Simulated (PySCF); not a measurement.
Mo(O)2(Cl)(OMe) (CH3ClMoO3), SMILES C[O][Mo](=[O])(=[O])[Cl], multiplicity 1.

Geometry optimised at B3LYP-D3(BJ)/def2-SVP. The spin state was assumed, not searched. The def2 effective core potentials stand for the cores of Mo; spin–orbit coupling is left out. The values are those of a single conformer.

Two levels are set side by side: PBE/def2-TZVP (PySCF) and CAM-B3LYP/def2-TZVP (PySCF). Same geometry, gas phase. Differences are taken from unrounded values.

```
quantity                       PBE
---------------------------  -----
orbital gap (eV)              4.19
highest occupied level (eV)  -7.71
lowest empty level (eV)      -3.52
dipole moment (D)             3.77
mean polarisability (bohr³)   75.8
```

Task: These are the PBE values. What does CAM-B3LYP give? (The exact figures need the calculation; the answer reports its results.)

Result: 
| quantity | CAM-B3LYP | PBE minus CAM-B3LYP |
|---|---|---|
| orbital gap (eV) | 8.86 | -4.67 |
| highest occupied level (eV) | -10.72 | 3.00 |
| lowest empty level (eV) | -1.86 | -1.66 |
| dipole moment (D) | 3.81 | -0.04 |
| mean polarisability (bohr³) | 72.0 | 3.8 |

PBE's occupied levels lie high since its potential decays too fast outside the molecule; exact exchange lowers them and widens the gap. PBE's more diffuse valence density responds more strongly to a field. Differences between two approximate levels are no errors against the true value.

Rough cost on one machine, each run with all the roots and properties that it gave: CAM-B3LYP against PBE within a factor of 2.
